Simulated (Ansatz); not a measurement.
Cost and result up the ladder for NiI2(H2O)2 (NiI₂O₂H₄) (9 atoms). Total charge 0; triplet. Geometry: PBE-D4/def2-SVP.

Cartesian coordinates in Å:
```
Ni 0.039 0.043 -0.162
I -2.469 0.086 0.256
I 2.089 -0.486 1.250
O 0.254 2.065 0.022
H 0.926 2.183 0.731
H -0.598 2.377 0.399
O 0.009 -1.786 -1.067
H -0.887 -2.147 -0.881
H 0.637 -2.336 -0.548
```

Ansatz on 4 threads of Intel Xeon Platinum 8488C on a shared host. Times are rough, and most runs start from the orbitals of an earlier one. PBE0-D4/def2-TZVPD serves as the yardstick here, not as an exact answer. Differences are given only for rows in sets of like size (and for xTB, whose basis is part of the method), since another set adds its own error. Binding counts from free atoms at the same level (Ni triplet, I doublet, O triplet, H doublet; other spins of the atoms weren't run), without zero-point energy or a counterpoise term.

In the def2 sets I takes a core potential; there is no spin–orbit coupling. LC-ωPBE has ω = 0.4 bohr⁻¹. HSE06 is defined as in plane-wave codes, on full-range PBE exchange. Correlated methods freeze 15 core orbitals; core or outer-core shells of Ni, I are correlated, in sets that lack core-valence functions. The rows differ in basis, and correlated rows in double-zeta sets carry the largest basis error.

Correlated methods converge slowly with the basis, most of all in double-zeta sets.

```json
{"level": "HF/def2-TZVP", "functions": "231", "binding energy per atom (eV)": "2.05", "difference from PBE0-D4/def2-TZVPD (eV)": "-0.94"}
{"level": "PBE0-D4/def2-SVP", "functions": "131", "binding energy per atom (eV)": "3.05", "difference from PBE0-D4/def2-TZVPD (eV)": "–"}
{"level": "HSE06-D4/def2-TZVP", "functions": "231", "binding energy per atom (eV)": "2.98", "difference from PBE0-D4/def2-TZVPD (eV)": "0.00"}
{"level": "PBE-D4/def2-SVP", "functions": "131", "binding energy per atom (eV)": "3.17", "difference from PBE0-D4/def2-TZVPD (eV)": "–"}
{"level": "r2SCAN-D4/def2-TZVP", "functions": "231", "binding energy per atom (eV)": "3.07", "difference from PBE0-D4/def2-TZVPD (eV)": "0.08"}
{"level": "BLYP-D4/def2-TZVP", "functions": "231", "binding energy per atom (eV)": "3.01", "difference from PBE0-D4/def2-TZVPD (eV)": "0.02"}
{"level": "MP2/def2-TZVP", "functions": "231", "binding energy per atom (eV)": "2.98", "difference from PBE0-D4/def2-TZVPD (eV)": "0.00"}
{"level": "LC-ωPBE/def2-TZVP", "functions": "231", "binding energy per atom (eV)": "2.93", "difference from PBE0-D4/def2-TZVPD (eV)": "-0.06"}
{"level": "B97M-V/def2-TZVP", "functions": "231", "binding energy per atom (eV)": "3.00", "difference from PBE0-D4/def2-TZVPD (eV)": "0.02"}
{"level": "PBE-D4/def2-TZVPD", "functions": "282", "binding energy per atom (eV)": "3.09", "difference from PBE0-D4/def2-TZVPD (eV)": "0.10"}
{"level": "PBE0-D4/def2-TZVPD", "functions": "282", "binding energy per atom (eV)": "2.99", "difference from PBE0-D4/def2-TZVPD (eV)": "0.00"}
{"level": "CCSD(T)/def2-SVP", "functions": "131", "binding energy per atom (eV)": "2.85", "difference from PBE0-D4/def2-TZVPD (eV)": "–"}
{"level": "r2SCAN-D4/def2-TZVPD", "functions": "282", "binding energy per atom (eV)": "3.08", "difference from PBE0-D4/def2-TZVPD (eV)": "0.09"}
{"level": "PBE0-D4/def2-TZVP (with forces)", "functions": "231", "binding energy per atom (eV)": "2.98", "difference from PBE0-D4/def2-TZVPD (eV)": "-0.01"}
```

Estimate how long each takes.

PBE-D4/def2-SVP 3.4 s; BLYP-D4/def2-TZVP 7 s; PBE-D4/def2-TZVPD 9.5 s; PBE0-D4/def2-SVP 11 s; MP2/def2-TZVP 18 s; LC-ωPBE/def2-TZVP 25 s; r2SCAN-D4/def2-TZVP 29 s; HF/def2-TZVP 33 s; r2SCAN-D4/def2-TZVPD 36 s; HSE06-D4/def2-TZVP 40 s; PBE0-D4/def2-TZVP (with forces) 41 s; PBE0-D4/def2-TZVPD 50 s; B97M-V/def2-TZVP 50 s; CCSD(T)/def2-SVP 3.7 min. On shared hardware such times vary by a factor of up to 3.
